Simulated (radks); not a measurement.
Values are calculated unless marked as measured or tabulated.
Problem. Species: Ni II. Configuration: [Ar] 3d9 (the NIST ground configuration). Code: a radial shooting solver on a logarithmic mesh with Libxc functionals. Model: Dirac Kohn-Sham, PBE, spin-unpolarised, spherical densities, finite nucleus; open shells fill j = l - 1/2 first; Fermi nuclear charge, rms radius 3.7757 fm.

Spin-orbit splittings of the eigenvalues, e(l+1/2) - e(l-1/2), with zeta = 2 splitting/(2l+1) and mean radii in bohr:

shell  occ.  splitting (eV)  zeta (eV)  <r> j=l-1/2  <r> j=l+1/2
2p        6           17.49      11.66       0.2131       0.2163
3p        6               ?          ?       0.7783       0.7888
3d        9          0.2210    0.08842        1.068        1.077

Estimate the 3p splitting.

Solution. 2.173 eV (zeta = 1.448 eV).
